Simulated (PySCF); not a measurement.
Excitation energy of Be⁺ by level of theory

Be⁺ [He] 2s1 (2S) → Be⁺ [He] 2p1 (2P), as a difference of total energies. Computed with PySCF 2.14 in x2c-TZVPPall with one added diffuse shell of s type (6s3p1d, 20 functions), with scalar relativity by spin-free X2C-1e. Correlated levels: valence and next inner shell: nothing frozen. The calculations carry no spin-orbit coupling.

```csv
method,excitation energy (eV),error (eV)
UHF,4.022,+0.063
LDA,3.551,-0.408
PBE,3.493,-0.466
PBE0,3.630,-0.329
r2SCAN,3.569,-0.390
r2SCANh,3.618,-0.341
PW91,3.502,-0.457
wB97M-V,3.812,-0.147
BLYP,3.445,-0.514
MP2 (valence and next inner shell),4.021,+0.062
SCS-MP2 (valence and next inner shell),4.026,+0.067
```

Reference: 3.959 eV (measured; NIST levels, between the centres of gravity of the two terms).

Errors of the correlated levels include the incompleteness of this basis.

The basis was made for the ground configuration and has no added diffuse functions, so the excitation energy can come out too high.
